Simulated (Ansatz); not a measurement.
Input for Ansatz (development build ahead of 0.2.0):

```yaml
crystal:
  periodic: [false, false, false]
  atoms:
    - { symbol: C, position_ang: [2.8986, 0.0, 0.0] }
    - { symbol: C, position_ang: [2.61155, 1.25766, 0.0] }
    - { symbol: C, position_ang: [1.80725, 2.26622, 0.0] }
    - { symbol: C, position_ang: [0.645, 2.82593, 0.0] }
    - { symbol: C, position_ang: [-0.645, 2.82593, 0.0] }
    - { symbol: C, position_ang: [-1.80725, 2.26622, 0.0] }
    - { symbol: C, position_ang: [-2.61155, 1.25766, 0.0] }
    - { symbol: C, position_ang: [-2.8986, 0.0, 0.0] }
    - { symbol: C, position_ang: [-2.61155, -1.25766, 0.0] }
    - { symbol: C, position_ang: [-1.80725, -2.26622, 0.0] }
    - { symbol: C, position_ang: [-0.645, -2.82593, 0.0] }
    - { symbol: C, position_ang: [0.645, -2.82593, 0.0] }
    - { symbol: C, position_ang: [1.80725, -2.26622, 0.0] }
    - { symbol: C, position_ang: [2.61155, -1.25766, 0.0] }
basis:
  gaussian: { orbitals: def2-SVP }
magnetization:
  spin_polarized: true
hamiltonian:
  xc: hf
```

The input is written out in the form of the current development build from the run's settings.

Output:

| Item | Value |
| --- | --- |
| Converged | yes |
| Total energy | -529.34757 hartree |
| Spin squared of the determinant | 5.121 |
| Stability test | minimum |

Caution: the unrestricted determinant is a mixture of spin states.
